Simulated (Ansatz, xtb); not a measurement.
Molecule: WH$_{6}$ (charge +1, doublet). The spin state was set by rule; other spins were not relaxed. SMILES of the parent species: [WH6]
Geometry from a B3LYP-D3(BJ)/def2-TZVP (Ansatz, a quantum-chemistry and plane-wave program) optimisation:
```
W
H 1 1.6803
H 1 1.6894 2 116.19
H 1 1.6899 2 62.20 3 -114.57
H 4 1.4860 1 70.65 2 153.94
H 5 0.8574 4 132.22 1 -27.49
H 1 1.6939 2 114.48 4 -105.06
```
Charge +1, spin multiplicity 2.

Harmonic wavenumbers from GFN2-xTB (xtb, at its own minimum), cm⁻¹: 559, 559, 559, 640, 640, 640, 1090, 1090, 1090, 1179, 1179, 1283, 1283, 1283, 1304.

Give the harmonic wavenumbers at B3LYP-D3(BJ)/def2-TZVP (Ansatz, finite differences of forces, unscaled).

285, 484, 558, 810, 853, 869, 958, 1038, 1185, 1750, 2024, 2046, 2057, 2075, 2865 cm⁻¹. Zero-point energy 28.4 kcal/mol.

From these and the geometry, give the ideal-gas thermochemistry at 298.15 K and 1 atm (rigid rotor, harmonic oscillator).

Point group C1, rotational symmetry number 1. Rotational constants 51.73, 41.48, 34.58 GHz. S(trans) 41.63, S(rot) 19.01, S(vib) 3.50, S(elec, spin only) 1.38, S 65.5 cal/(mol K). H(298) - H(0) 3.10 kcal/mol; G - E(el) 11.9 kcal/mol.
